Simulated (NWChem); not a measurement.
System: CH5AlFN; SMILES [CH3][Al]([NH2])[F]

Here is an NWChem input.

```
start job
memory heap 200 mb stack 900 mb global 1100 mb
geometry units angstroms noautoz
  Al     0.010307     0.029085     0.121140
  F      1.565719     0.518081     0.490572
  C     -0.405283    -1.862638     0.012320
  H     -1.460966    -2.050409    -0.238383
  H     -0.191205    -2.367082     0.968884
  H      0.215861    -2.357564    -0.752223
  N     -1.156344     1.326890    -0.146386
  H     -2.134233     1.196129    -0.377710
  H     -0.942756     2.316404    -0.090244
end
basis spherical
  * library def2-tzvp
end
dft
  xc xpbe96 cpbe96
  iterations 150
  mulliken
end
task dft energy
```

NWChem printed, in part:

```
             Northwest Computational Chemistry Package (NWChem) 7.3.0
             --------------------------------------------------------

 CS  symmetry detected

                             Geometry "geometry" -> ""
                             -------------------------

 Output coordinates in angstroms (scale by  1.889725989 to convert to a.u.)

  No.       Tag          Charge          X              Y              Z
 ---- ---------------- ---------- -------------- -------------- --------------
    1 Al                  13.0000     0.02904629     0.03410574     0.00000000
    2 F                    9.0000     1.58628658     0.64230493     0.00000000
    3 C                    6.0000    -0.25650572    -1.88465240     0.00000000
    4 H                    1.0000    -1.32429200    -2.15374051     0.00000000
    5 H                    1.0000     0.20846424    -2.35059747     0.88430773
    6 H                    1.0000     0.20846424    -2.35059747    -0.88430773
    7 N                    7.0000    -1.26234829     1.23795065     0.00000000
    8 H                    1.0000    -2.25449861     1.03176175     0.00000000
    9 H                    1.0000    -1.11684646     2.24131445     0.00000000

 Effective nuclear repulsion energy (a.u.)     155.7896508517

      Symmetry information
      --------------------

 Group name             Cs
 Group number              2
 Group order               2
 No. of unique centers     8

  pbe96 is a nonlocal functional; adding pw91lda local functional.

                                 NWChem DFT Module
                                 -----------------

 Summary of "ao basis" -> "ao basis" (spherical)
 ------------------------------------------------------------------------------
       Tag                 Description            Shells   Functions and Types
 ---------------- ------------------------------  ------  ---------------------
 Al                        def2-tzvp                13       37   5s5p2d1f
 F                         def2-tzvp                11       31   5s3p2d1f
 C                         def2-tzvp                11       31   5s3p2d1f
 H                         def2-tzvp                 4        6   3s1p
 N                         def2-tzvp                11       31   5s3p2d1f

      Symmetry analysis of basis
      --------------------------

        a'        109
        a"         51

            General Information
            -------------------
          SCF calculation type: DFT
          Wavefunction type:  closed shell.
          No. of atoms     :     9
          No. of electrons :    40
           Alpha electrons :    20
            Beta electrons :    20
          Charge           :     0
          Spin multiplicity:     1
          Use of symmetry is: on ; symmetry adaption is: on
          Maximum number of iterations: 150
          AO basis - number of functions:   160
                     number of shells:    66
          Convergence on energy requested:  1.00D-06
          Convergence on density requested:  1.00D-05
          Convergence on gradient requested:  5.00D-04

              XC Information
              --------------
          PerdewBurkeErnzerhof Exchange Functional  1.000
            Perdew 1991 LDA Correlation Functional  1.000 local
           PerdewBurkeErnz. Correlation Functional  1.000 non-local

             Grid Information
             ----------------
          Grid used for XC integration:  medium
          Radial quadrature: Mura-Knowles
          Angular quadrature: Lebedev.
          Tag              B.-S. Rad. Rad. Pts. Rad. Cut. Ang. Pts.
          ---              ---------- --------- --------- ---------
          Al                  1.25       88          10.0       590
          F                   0.50       49          11.0       434
          C                   0.70       49          12.0       434
          H                   0.35       45          12.0       434
          N                   0.65       49          11.0       434
          Grid pruning is: on
          Number of quadrature shells:   415
          Spatial weights used:  Erf1

      Superposition of Atomic Density Guess
      -------------------------------------

 Sum of atomic energies:        -435.77482827

      Non-variational initial energy
      ------------------------------

 Total energy =    -437.065130
 1-e energy   =    -911.445679
 2-e energy   =     318.590898
 HOMO         =      -0.371925
 LUMO         =      -0.025919

      Symmetry analysis of molecular orbitals - initial
      -------------------------------------------------

  Numbering of irreducible representations:

     1 a'          2 a"

  Orbital symmetries:

     1 a'          2 a'          3 a'          4 a'          5 a'
     6 a'          7 a'          8 a"          9 a'         10 a'
    11 a'         12 a'         13 a'         14 a"         15 a'
    16 a'         17 a"         18 a'         19 a'         20 a"
    21 a'         22 a"         23 a'         24 a'         25 a'
    26 a'         27 a"         28 a'         29 a'         30 a'

     ---------------------------------------------
      Total Density - Mulliken Population Analysis
     ---------------------------------------------

    Atom       Charge   Shell Charges
 -----------   ------   -------------------------------------------------------
    1 Al  13    11.81   2.00  0.65  1.33  0.66  0.21  2.91  2.28  0.83  0.54  0.11  0.17  0.05  0.08
    2 F    9     9.60   0.77  1.20  0.61  1.02  0.30  2.41  2.38  0.90  0.00  0.00  0.00
    3 C    6     6.82   0.86  1.12  0.56  0.69  0.13  1.29  1.56  0.60  0.01  0.01  0.00
    4 H    1     0.80   0.23  0.43  0.12  0.02
    5 H    1     0.80   0.23  0.43  0.12  0.02
    6 H    1     0.80   0.23  0.43  0.12  0.02
    7 N    7     8.01   0.82  1.16  0.57  0.81  0.16  1.66  1.95  0.87  0.00  0.00  0.00
    8 H    1     0.67   0.22  0.34  0.08  0.04
    9 H    1     0.67   0.22  0.34  0.08  0.04

[...]
```

Level: PBE/def2-TZVP. Coordinates come from a PBE0/def2-SVP optimisation.
